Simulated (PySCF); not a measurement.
## Orbital levels and atomic charges

System: (MgS)14 cage of four- and six-membered rings (Mg14S14).

Cartesian coordinates (Å):
```
  1 Mg   -0.6373    1.0533   -4.9502
  2 S    -2.4253    0.7123   -3.4620
  3 Mg   -1.4199    2.5983   -2.4602
  4 S     0.1440    3.1455   -4.1296
  5 Mg    1.7898    1.6239   -3.3795
  6 S     1.3878   -0.1560   -4.9024
  7 Mg    1.0672   -1.9452   -3.5048
  8 S    -0.9870   -2.9019   -2.8330
  9 Mg   -2.3100   -1.1377   -2.0830
 10 S    -2.6414   -0.8073    0.2233
 11 Mg   -2.3087    1.3414    1.1145
 12 S    -1.2056    2.9241   -0.2027
 13 Mg    1.0796    2.6573    0.2797
 14 S     2.3393    1.3163   -1.1515
 15 Mg    2.6481   -0.8156   -0.2329
 16 S     2.3703   -2.6058   -1.6582
 17 Mg    0.3348   -3.6264   -1.0557
 18 S    -0.3632   -4.0998    1.0688
 19 Mg   -2.0155   -2.5102    1.6620
 20 S    -1.2195   -2.1935    3.8558
 21 Mg    0.7242   -2.7353    2.6261
 22 S     2.2875   -1.0929    2.0690
 23 Mg   -1.1130   -0.0251    4.5701
 24 S    -2.1257    1.7485    3.3790
 25 S     1.7543    2.9366    2.4522
 26 Mg    2.0966    0.7939    3.4072
 27 S     0.8121    1.0618    5.3735
 28 Mg   -0.0638    2.7394    3.9244
```

Method: PBE0/6-31G*, gas phase, PySCF, fitting set def2-universal-JFIT up to Ne and JKFIT beyond, grid level 1.

Q: Give the orbital energies near the gap.

A: 
```
orbital     eV
 HOMO-4  -7.11
 HOMO-3  -7.04
 HOMO-2  -6.99
 HOMO-1  -6.95
   HOMO  -6.80
   LUMO  -1.89
 LUMO+1  -1.45
 LUMO+2  -1.15
 LUMO+3  -0.85
```

Q: Give the partial charges of the non-hydrogen atoms.

A: 
```
atom  Mulliken    IAO  Hirshfeld
 Mg1      0.37   1.45       0.44
  S2     -0.38  -1.46      -0.42
 Mg3      0.37   1.45       0.39
  S4     -0.33  -1.45      -0.43
 Mg5      0.35   1.45       0.41
  S6     -0.34  -1.43      -0.41
 Mg7      0.37   1.45       0.39
  S8     -0.38  -1.46      -0.42
 Mg9      0.37   1.46       0.40
 S10     -0.45  -1.46      -0.40
Mg11      0.39   1.46       0.41
 S12     -0.39  -1.45      -0.40
Mg13      0.42   1.46       0.40
 S14     -0.42  -1.46      -0.40
Mg15      0.38   1.47       0.41
 S16     -0.37  -1.46      -0.42
Mg17      0.37   1.45       0.39
 S18     -0.31  -1.45      -0.40
Mg19      0.36   1.46       0.42
 S20     -0.33  -1.46      -0.41
Mg21      0.36   1.46       0.43
 S22     -0.44  -1.46      -0.39
Mg23      0.37   1.45       0.39
 S24     -0.38  -1.46      -0.42
 S25     -0.34  -1.45      -0.41
Mg26      0.34   1.45       0.41
 S27     -0.32  -1.45      -0.43
Mg28      0.36   1.45       0.44
```
